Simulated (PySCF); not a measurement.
CH4ClFOSi, SMILES OC[Si@@H](F)Cl. Coordinates come from a PBE-D3(BJ)/def2-SVP optimisation. The structure was generated by enumeration; whether it is a known compound was not checked. One conformer was computed; it need not be the lowest.

Computed equilibrium geometry at PBE-D3(BJ)/def2-SVP (PySCF confirms it by a frequency run) as bond lengths and angles (one conformer of several):
Atoms: O1 C2 Si3 F4 Cl5 H6 H7 H8 H9. Bonded distances (Å): O1–C2 1.426, O1–H6 0.975, C2–Si3 1.892, C2–H7 1.111, C2–H8 1.119, Si3–F4 1.638, Si3–Cl5 2.067, Si3–H9 1.499. Bond angles (°): C2–O1–H6 107.6, O1–C2–Si3 110.1, O1–C2–H7 107.3, O1–C2–H8 113.4, Si3–C2–H7 109.1, Si3–C2–H8 110.6, H7–C2–H8 106.0, C2–Si3–F4 110.3, C2–Si3–Cl5 110.4, C2–Si3–H9 111.1, F4–Si3–Cl5 108.4, F4–Si3–H9 108.2, Cl5–Si3–H9 108.4.
Charge 0, spin multiplicity 1.
